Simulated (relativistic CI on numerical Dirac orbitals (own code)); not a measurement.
Hyperfine structure of Pm2+, mass number 147

Calculated at this level of theory: Dirac-Coulomb-Breit CI, KLI orbitals optimised for each configuration, model QED, valence Slater integrals scaled by 0.85, P86 correlation energy added to each configuration (own radial code, finite nucleus).

Configuration list (outside the closed core [Xe]): 4f5, 4f4 5d, 4f4 6s, 4f4 6p, 4f3 6s2, 4f4 7s, 4f4 7p. Levels of other configurations are missing.

Nuclear spin I = 7/2, μ = 2.58 μN, Q = 0.74 b (tables of Stone and Pyykkö). The electronic factors are computed for point nuclear moments, without core polarisation; leaving it out makes A of s and p electrons in near-neutral atoms 20 to 40 % too small, and it can dominate for d and f shells.

| Level | E (eV) | A (MHz) | B (MHz) |
| --- | --- | --- | --- |
| 4f5 6H°_5/2 | 0.0000 | 604.5 | -397 |
| 4f5 6H°_7/2 | 0.0979 | 416.9 | -337 |
| 4f5 6H°_9/2 | 0.2139 | 337.4 | -354 |
| 4f4 5d 6L_11/2 | 0.3361 | 543.2 | 72.1 |
| 4f5 6H°_11/2 | 0.3432 | 301.2 | -417 |
| 4f5 6H°_13/2 | 0.4821 | 285.9 | -514 |
| 4f4 5d 6L_13/2 | 0.5090 | 446.1 | 67.3 |
| 4f5 6H°_15/2 | 0.6270 | 282.4 | -641 |

Levels with J = 0, under 50 % of one LS term, or S terms without an open s electron are left out. Small factors come from cancelling terms and can be off by tens of per cent or more.

For a near-neutral ion this model can misplace configurations by up to about 10,000 cm⁻¹ (more where the count of f electrons changes) and terms by 10 to 25 % of their spread. Rates follow the energies as ν³ (E1, M1) or ν⁵ (E2), so they and the lifetimes can be off by large factors. The fine structure of a lone outer electron comes out too small, for d and f at times inverted, and misplaced configurations move strength between like terms.

Give the hyperfine levels of 4f5 6H°_5/2 relative to its centre of gravity.

With K = F(F + 1) − I(I + 1) − J(J + 1), E = AK/2 + B[¾K(K + 1) − I(I + 1)J(J + 1)]/[2I(2I − 1)J(2J − 1)]: F = 1: -7013, F = 2: -5691, F = 3: -3750, F = 4: -1241, F = 5: 1767, F = 6: 5190 MHz.

LS names give the leading component of a level, which can be under half, so a name can repeat, a term be missing and a line seem to break the LS rules.
